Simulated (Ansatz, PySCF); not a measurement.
GeF3I, SMILES [F][Ge]([I])([F])[F].

Geometry: B3LYP-D3(BJ)/def2-SVP. The def2 effective core potentials stand for the cores of I; spin–orbit coupling is left out.

Vertical ionisation energy (IE) and electron affinity (EA) in eV. Rows of orbital energies are one-electron estimates. Where ΔSCF, EOM or ADC give a negative EA the extra electron is unbound and the value depends on the basis.

```json
[
 {"level": "−ε(HOMO), −ε(LUMO), r2SCAN/def2-TZVP (PySCF)", "IE": "8.05", "EA": "3.30"},
 {"level": "−ε(HOMO), −ε(LUMO), PBE/def2-TZVP (PySCF)", "IE": "7.71", "EA": "3.52"},
 {"level": "ΔSCF, PBE0/def2-SVPD (Ansatz), final states of multiplicity 2 and 2", "IE": "11.35", "EA": "0.96"},
 {"level": "ΔSCF, PBE/def2-SVPD (Ansatz), final states of multiplicity 2 and 2", "IE": "11.16", "EA": "1.05"}
]
```

Question: What vertical singlet–triplet gap does ΔSCF give with PBE0/def2-SVPD (Ansatz, an electronic-structure program) and with PBE/def2-SVPD (Ansatz)? (Estimate from the structure and the level; the computed values follow.)

Answer: 4.48 and 4.35 eV (triplet above singlet where positive).
